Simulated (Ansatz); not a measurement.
Geometry optimisation, Ansatz, RKS B3LYP/def2-SVP.

Input:

```yaml
crystal:
  periodic: [false, false, false]
  atoms:
    - { symbol: Sn, position_ang: [0.0, 0.0, 0.0] }
    - { symbol: H, position_ang: [1.0458, 0.0, 1.6339] }
    - { symbol: C, position_ang: [2.2453, 0.0, 0.694] }
    - { symbol: H, position_ang: [2.5929, -1.0463, 0.5658] }
    - { symbol: H, position_ang: [2.2938, 0.5276, -0.2814] }
    - { symbol: H, position_ang: [2.8972, 0.5187, 1.4274] }
    - { symbol: H, position_ang: [-0.8195, 1.4198, -0.5794] }
    - { symbol: H, position_ang: [-0.8195, -1.4198, -0.5794] }
basis:
  gaussian: { orbitals: def2-SVP }
hamiltonian:
  xc: b3lyp
relax:
  f_tol: 0.15
  max_steps: 25
  restrain:
    - { distance: [1, 2], at: 1.11, k: 30.0 }
    - { distance: [0, 1], at: 2.94, k: 30.0 }
    - { distance: [0, 2], at: 3.35, k: 30.0 }
```

Launched with:

```bash
$ ansatz run input.yaml --threads 2 --pin off --max-ram 3072MiB --backend cpu --events-out ev --progress --plain --runs-dir out
```

Problem. Where does it end, and by what steps?

Solution. The forces met the threshold. The restraints hold the end off the free minimum. After 9 steps the energy has fallen by 4.098 eV (the restraints' own energy left out); Sn1 moved furthest, 0.98 Å. Parted: Sn1–H2 (1.94 → 2.94 Å), Sn1–C3 (2.35 → 3.35 Å). Joined: H2–C3 (1.52 → 1.10 Å).

```tsv
step	energy less start (eV)	largest force component (eV/Å)	accepted
0	0.0000	1.875	yes
1	0.3023	2.545	yes
2	0.4407	4.896	yes
3	-0.4657	5.036	yes
4	-1.8878	4.732	yes
5	-3.0670	3.068	yes
6	-3.7578	0.951	yes
7	-4.0319	0.775	yes
8	-4.0765	0.221	yes
9	-4.0982	0.132	yes
```

```xyz
8
Properties=species:S:1:pos:R:3
Sn -0.946 0.034 0.245
H 1.588 -0.089 1.729
C 2.337 -0.028 0.919
H 2.727 -1.032 0.703
H 1.905 0.398 -0.003
H 3.153 0.632 1.244
H -0.663 1.317 -0.968
H -0.666 -1.231 -0.988
```

Run time: 16 s on 2 threads of Arm Neoverse V1 (shared host), peak memory 0.13 GiB.
